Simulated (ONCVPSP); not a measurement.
# Before and after: ONCV potential for Nb

niobium (Nb), optimised norm-conserving Vanderbilt (ONCV), made with ONCVPSP 4.0.1 (LDA (Perdew-Wang 92), fully relativistic). Core [Ar] 3d10, reference 4s2 4p6 4d3 5s2. Waves: 4s+5s: rc 1.60 bohr, ncon 4, nbas 8, qcut 9 1/bohr, 2 projectors; 4p: rc 1.20 bohr, ncon 4, nbas 7, qcut 7.1 1/bohr, 2 projectors, debl 1.7 Ha; 4d: rc 2.30 bohr, ncon 5, nbas 9, qcut 6.7 1/bohr, 2 projectors, debl 0.4 Ha. Local part: polynomial inside 1.10 bohr (lpopt 1, dvloc0 2 Ha). Core correction: Teter function, fcfact 4.75, rcfact 1.1.

Open shells are filled in proportion to 2j + 1.

All-electron outer shells of the reference configuration (LDA (PZ), scalar-relativistic, ld1.x):

```json
{"shell": "3d", "level (eV)": "-199.18", "outermost node (bohr)": "–", "outermost maximum (bohr)": "0.33"}
{"shell": "4s", "level (eV)": "-60.84", "outermost node (bohr)": "0.53", "outermost maximum (bohr)": "1.02"}
{"shell": "4p", "level (eV)": "-36.87", "outermost node (bohr)": "0.54", "outermost maximum (bohr)": "1.12"}
{"shell": "5s", "level (eV)": "-4.86", "outermost node (bohr)": "1.40", "outermost maximum (bohr)": "2.96"}
{"shell": "4d", "level (eV)": "-4.78", "outermost node (bohr)": "0.55", "outermost maximum (bohr)": "1.47"}
```

Change: p: rc 0.86; local potential polynomial inside 0.86 bohr (lpopt 1, dvloc0 2 Ha).

Cutoffs: the cutoffs (Ha) at which the residual kinetic energy of the hardest occupied pseudo-wave falls to 1 and 0.1 mHa per electron; they do not see the model core or the augmentation charge, which bear on the density cutoff. Errors are all-electron minus pseudo energies relative to the spin-unpolarised reference configuration.

**Question.** How do hardness, ghosts and transferability respond?

**Answer.** The potential gets harder (40 Ha and 91 Ha → 208 Ha and 305 Ha); a bound ghost appears in p, which as a rule spoils a file; the errors of the 4 common tests hardly move. A smaller radius makes the pseudo-wave follow the all-electron one further in, where it bends more sharply, so more plane waves are needed.

```tsv
quantity	base	changed
cutoff, loose	40 Ha	208 Ha
cutoff, tight	91 Ha	305 Ha
loose cutoff by channel	s 25 Ha, p 40 Ha, d 15 Ha	s 25 Ha, p 208 Ha, d 15 Ha
bound ghosts	none	p3/2, p1/2
GHOST(+) flags under 300 eV	s at 274.3 eV	s at 125.1 eV, d5/2 at 170.4 eV
error for 4s2 4p6 4d4 5s1, meV [ΔE 0.56 eV]	+1.3	+1.3
error for 4s2 4p6 4d4 5s0, meV [ΔE 7.47 eV]	+2.5	+2.4
error for 4s2 4p6 4d3 5s0, meV [ΔE 21.74 eV]	-0.1	-0.1
error for 4s2 4p6 4d3 5s1 5p1, meV [ΔE 3.38 eV]	+0.1	-0.2
s: phases at 1.62 bohr within 0.05 rad from the reference energy up to (Ha; the scan ends near 5)	to the end of the scan	4.4
d5/2: phases at 2.33 bohr within 0.05 rad from the reference energy up to (Ha; the scan ends near 5)	to the end of the scan	to the end of the scan
d3/2: phases at 2.33 bohr within 0.05 rad from the reference energy up to (Ha; the scan ends near 5)	to the end of the scan	to the end of the scan
rms error of d²Exc/dni dnj with the model core, mHa	5.76	5.69
```

 A true bound ghost makes a file unfit for plane-wave use even where its test errors are small: the radial tests pick states by their node count and pass the ghost by.
